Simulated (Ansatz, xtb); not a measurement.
## C4H7NSSi: which of two isomers lies lower

Structure a is `[SiH3]c1ccn(S)c1`, a singlet and structure b is `[SiH3]n1ccc(S)c1`, a singlet. Both are isolated molecules in the gas phase, relaxed with B3LYP-D3(BJ)/def2-SVP; the shapes shown needn't be the lowest conformers.

a (Å):

```xyz
14

C    -1.1246    0.8519   -0.8016
C     0.0572    0.8478    0.0245
C     0.5935   -0.4170    0.0000
C    -1.2531   -0.4345   -1.2979
N    -0.2149   -1.2022   -0.8090
S     0.0600   -2.8557   -1.1800
Si   -2.2752    2.2687   -1.1654
H    -3.3589    1.7888   -2.0729
H    -1.5620    3.4015   -1.8289
H    -2.8987    2.8043    0.0823
H     0.4644    1.6955    0.5736
H     1.4733   -0.8430    0.4756
H    -0.6499   -3.3911   -0.1502
H    -1.9948   -0.8749   -1.9604
```

b (Å):

```yaml
atoms:
  - { symbol: C, position_ang: [-0.0538, 1.1218, -0.2406] }
  - { symbol: C, position_ang: [0.6907, -0.0172, -0.0420] }
  - { symbol: C, position_ang: [-0.1334, -1.1279, -0.4199] }
  - { symbol: C, position_ang: [-1.3506, -0.6144, -0.8240] }
  - { symbol: N, position_ang: [-1.3132, 0.7653, -0.7106] }
  - { symbol: S, position_ang: [0.2483, -2.8557, -0.2819] }
  - { symbol: Si, position_ang: [-2.5823, 1.8889, -1.2413] }
  - { symbol: H, position_ang: [-3.8849, 1.2019, -1.0461] }
  - { symbol: H, position_ang: [-2.4151, 2.2552, -2.6747] }
  - { symbol: H, position_ang: [-2.4691, 3.1061, -0.3968] }
  - { symbol: H, position_ang: [0.2017, 2.1664, -0.0716] }
  - { symbol: H, position_ang: [1.7061, -0.0726, 0.3442] }
  - { symbol: H, position_ang: [1.1139, -2.9306, -1.3231] }
  - { symbol: H, position_ang: [-2.2391, -1.1365, -1.1726] }
```

Quicker runs give these differences E(b) − E(a): GFN2-xTB −1.190 eV; HF/STO-3G −0.875 eV (at GFN2-xTB geometries); r2SCAN-D4/def2-SVP −0.870 eV (at GFN2-xTB geometries).

**Question.** Estimate E(b) − E(a) at the level CCSD(T)/def2-SVP + ΔMP2/def2-TZVPP.

**Answer.** Calculated at CCSD(T)/def2-SVP + ΔMP2/def2-TZVPP: E(b) − E(a) = −0.958 eV, so structure b lies lower.

The same difference at several levels:

```csv
level,geometry,E(b) − E(a) (eV),departure from the last row (eV),"job, with rough time for the two"
GFN2-xTB,GFN2-xTB,−1.190,−0.233,"optimisation, 0.13 s"
HF/STO-3G,GFN2-xTB,−0.875,+0.083,"single point, 0.46 s"
r2SCAN-D4/def2-SVP,GFN2-xTB,−0.870,+0.088,"single point, 3.3 s"
B3LYP-D3(BJ)/def2-SVP,B3LYP-D3(BJ)/def2-SVP,−0.884,+0.073,"optimisation, 3.2 min"
HF/def2-SVP,B3LYP-D3(BJ)/def2-SVP,−0.972,−0.015,part of the CCSD(T) run
MP2/def2-SVP,B3LYP-D3(BJ)/def2-SVP,−0.977,−0.020,part of the CCSD(T) run
CCSD(T)/def2-SVP,B3LYP-D3(BJ)/def2-SVP,−0.927,+0.030,single point
CCSD(T)/def2-SVP + ΔMP2/def2-TZVPP,B3LYP-D3(BJ)/def2-SVP,−0.958,,"single point, 44 s"
```

As drawn, b has 1 N–Si, 1 C–S in place of 1 C–Si, 1 N–S.

The levels shown agree on the order. The largest departure from CCSD(T)/def2-SVP + ΔMP2/def2-TZVPP is that of GFN2-xTB, 0.233 eV. The last row adds to CCSD(T) the change of the MP2 difference between the two basis sets, here −0.030 eV.

With thermal terms from frequencies at re-optimised GFN2-xTB minima (ideal gas, soft modes damped towards free rotors, one conformer each, 298.15 K, 1 atm): on the last row, ΔE + ΔZPE = −0.933, ΔH = −0.934, ΔG = −0.933 eV.

The correlated steps freeze 15 core orbitals. Programs: Ansatz 0.2.0, xtb 6.7.1; the last row on 2 threads of Intel(R) Xeon(R) 6975P-C (Granite Rapids) on a shared host.
